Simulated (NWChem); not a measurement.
System meant: TaF₆ anion; SMILES [F][Ta-]([F])([F])([F])([F])[F]

Here is an NWChem input.

```
start job
memory heap 200 mb stack 900 mb global 1100 mb
charge -1
geometry units angstroms noautoz
  Ta     0.000000     0.000000     0.000000
  F     -0.768838    -1.369242     1.127765
  F      0.768838     1.369242    -1.127765
  F      0.779540    -1.364890    -1.125692
  F     -1.593428    -0.007063    -1.094879
  F      1.593428     0.007063     1.094879
  F     -0.779540     1.364890     1.125692
end
basis spherical
  Ta library def2-svp
  F library def2-svp
end
dft
  xc b3lyp
  iterations 150
  mulliken
end
task dft energy
```

End of the output:

```
          Convergence Information
          -----------------------
          Convergence aids based upon iterative change in
          total energy or number of iterations.
          Levelshifting, if invoked, occurs when the
          HOMO/LUMO gap drops below (HL_TOL):  1.00D-02
          DIIS, if invoked, will attempt to extrapolate
          using up to (NFOCK): 10 stored Fock matrices.

                    Damping( 0%)  Levelshifting(0.5)       DIIS
                  --------------- ------------------- ---------------
          dE  on:    start            ASAP                start
          dE off:    2 iters        150 iters           150 iters

      Screening Tolerance Information
      -------------------------------
          Density screening/tol_rho:  1.00D-10
          AO Gaussian exp screening on grid/accAOfunc:  14
          CD Gaussian exp screening on grid/accCDfunc:  20
          XC Gaussian exp screening on grid/accXCfunc:  20
          Schwarz screening/accCoul:  1.00D-08

      Superposition of Atomic Density Guess
      -------------------------------------

      charge =      73.0 Ta (Tantalum)

      symmetry species            s     p     d     f
      number of basis functions = 7     6     5     1
      number of cont. functions = 6     3     2     1
      number of closed shells   = 6     4     2     1
      number of open shells     = 0     0     1     0
      open shell occupation     = 0     0     3     0
 ------------------------------------------------------------------------
 atomscf:atomd: error in atom scf                   0
 ------------------------------------------------------------------------
 ------------------------------------------------------------------------
  current input line :
    22: task dft energy
 ------------------------------------------------------------------------
 ------------------------------------------------------------------------
 This error has not yet been assigned to a category
 ------------------------------------------------------------------------
 For more information see the NWChem manual at https://nwchemgit.github.io

0:atomscf:atomd: error in atom scf:Received an Error in Communication
```

Problem. What is wrong, and how is it mended?

Solution. The program stopped with an error. Cause: the def2 basis of a heavy element holds valence functions alone and wants its effective core potential (without it all electrons must fit into that basis). This input runs:
```
start job
memory heap 200 mb stack 900 mb global 1100 mb
charge -1
geometry units angstroms noautoz
  Ta     0.000000     0.000000     0.000000
  F     -0.768838    -1.369242     1.127765
  F      0.768838     1.369242    -1.127765
  F      0.779540    -1.364890    -1.125692
  F     -1.593428    -0.007063    -1.094879
  F      1.593428     0.007063     1.094879
  F     -0.779540     1.364890     1.125692
end
basis spherical
  * library def2-svp
end
ecp
  Ta library def2-ecp
end
dft
  xc b3lyp
  iterations 150
  mulliken
end
task dft energy
```
It converges to -656.14180 Ha (B3LYP/def2-SVP with def2 effective core potentials on Ta).
